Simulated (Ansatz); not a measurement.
Geometry optimisation, DFT PBE, scalar-relativistic, plane waves, PAW (Ansatz).

The input (input.yaml):

```yaml
accuracy: low
crystal:
  lattice:
    - [7.398, 0.0, 0.0]
    - [-3.699, 6.406856, 0.0]
    - [0.0, 0.0, 11.0]
  atoms:
    - { symbol: C, position: [0.0, 0.0, 0.0909091] }
    - { symbol: C, position: [0.2222222, 0.1111111, 0.0909091] }
    - { symbol: C, position: [0.0, 0.3333333, 0.0909091] }
    - { symbol: C, position: [0.2222222, 0.4444444, 0.0909091] }
    - { symbol: C, position: [0.0, 0.6666667, 0.0909091] }
    - { symbol: C, position: [0.2222222, 0.7777778, 0.0909091] }
    - { symbol: C, position: [0.3333333, 0.0, 0.0909091] }
    - { symbol: C, position: [0.5555556, 0.1111111, 0.0909091] }
    - { symbol: C, position: [0.3333333, 0.3333333, 0.0909091] }
    - { symbol: C, position: [0.5555556, 0.4444444, 0.0909091] }
    - { symbol: C, position: [0.3333333, 0.6666667, 0.0909091] }
    - { symbol: C, position: [0.5555556, 0.7777778, 0.0909091] }
    - { symbol: C, position: [0.6666667, 0.0, 0.0909091] }
    - { symbol: C, position: [0.8888889, 0.1111111, 0.0909091] }
    - { symbol: C, position: [0.6666667, 0.3333333, 0.0909091] }
    - { symbol: C, position: [0.8888889, 0.4444444, 0.0909091] }
    - { symbol: C, position: [0.6666667, 0.6666667, 0.0909091] }
    - { symbol: C, position: [0.8888889, 0.7777778, 0.0909091] }
    - { symbol: O, position: [0.3086046, 0.3071266, 0.2209091], spin: 1.0 }
magnetization:
  spin_polarized: true
basis:
  ecutwfc: 420.0
kpoints:
  mp_grid: { grid: [2, 2, 1] }
hamiltonian:
  xc: pbe
scf:
  occupations: { method: fermi_dirac, width: 0.02 }
  lower_state_search: "off"
relax:
  f_tol: 0.08
  max_steps: 25
  adjacent_minimum: "off"
```

Launched with:

```bash
$ ansatz run input.yaml --threads 1 --pin off --max-ram 3072MiB --backend cpu --events-out ev --progress --plain --runs-dir out
```

Task: Where does it end, and by what steps?

Result: The forces met the threshold. The threshold is loose, so the end isn't yet a minimum. Limits of this set-up: coarse k mesh, slab without dipole correction, low accuracy level. After 9 steps the energy has fallen by 1.535 eV; O19 moved furthest, 0.53 Å.

| step | energy less start (eV) | largest force component (eV/Å) | accepted |
| --- | --- | --- | --- |
| 0 | 0.0000 | 2.733 | yes |
| 1 | -0.5386 | 1.561 | yes |
| 2 | -0.8655 | 1.256 | yes |
| 3 | -1.0519 | 1.045 | yes |
| 4 | -1.3296 | 2.045 | yes |
| 5 | -1.2567 | 2.711 | no |
| 6 | -1.4598 | 0.884 | yes |
| 7 | -1.5036 | 0.358 | yes |
| 8 | -1.5331 | 0.172 | yes |
| 9 | -1.5346 | 0.023 | yes |

```xyz
19
Lattice="7.3980 0.0000 0.0000 -3.6990 6.4069 0.0000 0.0000 0.0000 11.0000" Properties=species:S:1:pos:R:3
C -0.036 0.014 1.009
C 1.228 0.705 1.269
C -1.231 2.178 0.982
C -0.036 2.891 1.007
C -2.471 4.296 0.926
C -1.230 5.008 0.923
C 2.493 0.014 1.009
C 3.687 0.727 0.982
C 1.229 2.200 1.268
C 2.493 2.891 1.007
C -0.012 4.303 0.922
C 1.228 5.015 0.926
C 4.927 0.017 0.934
C 6.167 0.726 0.982
C 3.687 2.178 0.982
C 4.927 2.887 0.934
C 2.469 4.303 0.922
C 3.687 5.008 0.923
O 1.229 1.454 2.522
```

Whether the end is a true minimum wasn't checked by a vibrational analysis.

Time of the run: 5.1 min on 1 thread of Arm Neoverse V1, on a shared host, peak memory 0.82 GiB.
